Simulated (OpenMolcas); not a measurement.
## What dynamic correlation does to the levels of Pr3+

```
Program             : OpenMolcas 26.06
Basis               : ANO-RCC-VDZP [7s6p4d2f1g]
Scalar Hamiltonian  : DKH2, point nucleus
Active space        : 2 electrons in 7 orbitals (4f)
State averaging     : 2S+1 = 3 even, 21 roots; 2S+1 = 1 even, 28 roots
Spin-orbit coupling : RASSI with atomic mean-field integrals over the reference wave functions, term energies averaged over their components
```

Methods on the same reference wave functions:
A. CASSCF
B. SS-CASPT2, IPEA 0.25 Eh, imaginary shift 0.1 Eh (closed shells correlated: 5s 5p)

Energies in eV above 4f2 3H4, the measured ground level; measured values from Martin, Zalubas and Hagan, Atomic Energy Levels: The Rare-Earth Elements, NSRDS-NBS 60 (1978).

| Level | A | B | Measured |
| --- | --- | --- | --- |
| 4f2 3H4 | 0.0000 | 0.0000 | 0.0000 |
| 4f2 3H5 | 0.2820 | 0.286 | 0.2668 |
| 4f2 3H6 | 0.5804 | 0.583 | 0.5442 |
| 4f2 3F2 | 0.8430 | 0.698 | 0.6195 |
| 4f2 3F3 | 1.0238 | 0.883 | 0.7954 |
| 4f2 1D2 | 2.9143 | 2.486 | 2.1492 |
| 4f2 1I6 | 3.4857 | 3.232 | 2.7539 |
| 4f2 3P0 | 3.6654 | 3.197 | 2.6520 |
| 4f2 3P1 | 3.7440 | 3.283 | 2.7286 |
| 4f2 3P2 | 3.8934 | 3.434 | 2.8715 |
| 4f2 1S0 | 7.9886 | 6.584 |  |

Deviations, from unrounded energies. A percentage is the sum of absolute deviations over the sum of measured energies, with the sign that they share, or ± where signs differ.

```json
{"Against measurement": "mean absolute deviation (cm-1)", "Levels": "9", "A": "4500", "B": "2400"}
{"Against measurement": "fine structure of the ground term (%)", "Levels": "2", "A": "+6.3", "B": "+7.2"}
{"Against measurement": "other terms of the ground configuration (%)", "Levels": "7", "A": "+34.3", "B": "+18.1"}
```

B lies closest to measurement on these levels. The largest miss of B in the table is 4f2 3P2, by +4500 cm-1. The ranking rests on the paired levels alone, and a cruder setting can come out closer through cancelling errors.

From A to B the spin-free energies of the other terms of 4f2 shown, above 3H, scale by factors of 0.81 to 0.92, as is usual when dynamic correlation screens the repulsion within a d or f shell.

The lowest spin-free term lies below A's lowest term by 0.201 hartree in B.

CASPT2 does not keep the components of a term degenerate, so their means are used; among the terms shown or strongly mixed into the levels shown the widest spread is 980 cm-1 (4f2 1I, B). Some levels mix across a computed gap that differs much from the measured one, so their mixing is not that of the real levels. The basis is small and was not contracted for so high a charge. Without dynamic correlation excited terms often stand tens of per cent too high (terms of higher spin than the ground term too low), and those without a measured partner can miss by more than the paired ones (holds for A). The CASPT2 spread within a term exceeds the gap to the next term for 4f2 1I and 4f2 3P, so the order of their levels is uncertain (holds for B). Some terms miss by over 15 % even with CASPT2, which points to a basis or an active space too small for the shells correlated (holds for B). Computed and measured levels are paired by configuration, term and J; levels that our copy of the source lacks, or whose pairing is in doubt (as where it misses far off the trend of its configuration), stay unpaired and out of the deviations. Only configurations of the active space appear. The table leaves out levels that lie high or whose names do not pair safely across all columns.
